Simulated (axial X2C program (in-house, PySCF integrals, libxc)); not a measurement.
## Outer orbitals of MnH⁺ at 1.610 Å, HF

Computed with an in-house relativistic program for diatomic molecules. Spin-free means the one-electron spin-free X2C Hamiltonian; two-component (2c) means X2C with spin–orbit coupling and atomic mean-field two-electron Coulomb and Gaunt terms, so the difference of the two also holds small scalar two-electron terms. Basis: Mn dyall-cv3z [9s10p6d3f2g], H dyall-v3z [6s2p1d] (cores contracted in-house); Gaussian nuclei, density fitting, unrestricted open shells. Masses: Mn 54.938 u, H 1.008 u.

The distance is close to the 2c PBE0 minimum; the highest filled and lowest empty levels are listed.

Spin-free orbitals, state M_S = 5/2, Λ = 0 (beyond evenly filled blocks: σα, π+α, π-α, δ+α, δ-α) (Löwdin shares):

| symmetry | occupied | ε (eV) | atomic character |
| --- | --- | --- | --- |
| δ+α | yes | -24.97 | 100% Mn d |
| δ-α | yes | -24.97 | 100% Mn d |
| π-α | yes | -24.91 | 99% Mn d |
| π+α | yes | -24.91 | 99% Mn d |
| σα | yes | -24.84 | 96% Mn d, 3% H s |
| σβ | yes | -18.73 | 65% H s, 15% Mn s, 10% Mn d |
| σα | yes | -16.34 | 49% Mn s, 44% H s, 4% Mn p |
| σα | no | -6.30 | 59% Mn p, 29% Mn s, 11% H s |
| σβ | no | -5.78 | 61% Mn s, 34% Mn p, 3% H s |
| π+α | no | -4.36 | 98% Mn p |
| π-α | no | -4.36 | 98% Mn p |

Spinors with spin–orbit coupling (state Ω = 5/2):

```csv
ω,occupied,ε (eV),atomic character,λ mixture
-3/2,yes,-25.03,100% Mn d,100% δ
-1/2,yes,-24.95,99% Mn d,100% π
5/2,yes,-24.92,100% Mn d,100% δ
3/2,yes,-24.89,99% Mn d,100% π
1/2,yes,-24.85,"96% Mn d, 3% H s",100% σ
-1/2,yes,-18.72,"65% H s, 15% Mn s, 10% Mn d",100% σ
1/2,yes,-16.34,"49% Mn s, 44% H s, 4% Mn p",100% σ
1/2,no,-6.30,"59% Mn p, 29% Mn s, 11% H s",100% σ
-1/2,no,-5.78,"61% Mn s, 34% Mn p, 3% H s",100% σ
-1/2,no,-4.38,98% Mn p,100% π
3/2,no,-4.35,98% Mn p,100% π
```

Mulliken charges and populations of the two-component result (they depend on the basis, above all on diffuse functions):

Mn 1.17 e (s 6.68 p 12.10 d 5.05), H -0.17 e (s 1.15 p 0.02). ⟨Lz⟩ = 0.00 ħ and ⟨Sz⟩ = 2.50 ħ (2.69 and -0.19 on the two atoms), which add up to Ω.

The state is a single determinant with fixed occupations, the lowest that a limited PBE0 search found. With several unpaired electrons one determinant need not be a pure state. This is the top spin component of a Σ state; components of lower Ω are not single determinants and can lie lower. The determinant is spin-polarised beyond a pure state at some levels (its spin-free form has ⟨S²⟩ too high), which makes Re and μ there less reliable.
